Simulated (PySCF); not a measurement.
Stepwise substitution at one centre (Al OH-H). Gas-phase values, no solvent. One relaxed conformer stands for each flexible species; it need not be the lowest. Strings in code marks are SMILES.

Quantity: vertical ionisation energy (energy after one electron is removed minus that of the parent at the parent's geometry), in eV.

Level 1: CAM-B3LYP-D3(BJ)/def2-TZVP (PySCF)
Level 2: minus the HOMO energy of HF/STO-3G // CAM-B3LYP-D3(BJ)/def2-TZVP (PySCF)
Level 3: minus the HOMO energy of PBE-D3(BJ)/def2-TZVP // CAM-B3LYP-D3(BJ)/def2-TZVP (PySCF)
Level 4: minus the HOMO energy of TPSSh-D3(BJ)/def2-TZVP // CAM-B3LYP-D3(BJ)/def2-TZVP (PySCF)

| species | level 2 | level 3 | level 4 |
|---|---|---|---|
| `[AlH3]` | 9.19 | 7.31 | 8.05 |
| `[OH][AlH2]` | 8.41 | 7.00 | 7.76 |
| `[OH][Al]([OH])[OH]` | 8.69 | 7.28 | 8.05 |

### Question
What does level 1 give for each, and how far do the other levels lie from it on average?

### Answer

- `[AlH3]`: 11.35
- `[OH][AlH2]`: 11.07
- `[OH][Al]([OH])[OH]`: 11.74
Mean absolute difference from level 1, which has limits of its own, over these rows (drawn at random from the members that have all these levels): level 2 2.62 eV, level 3 4.19 eV, level 4 3.43 eV.
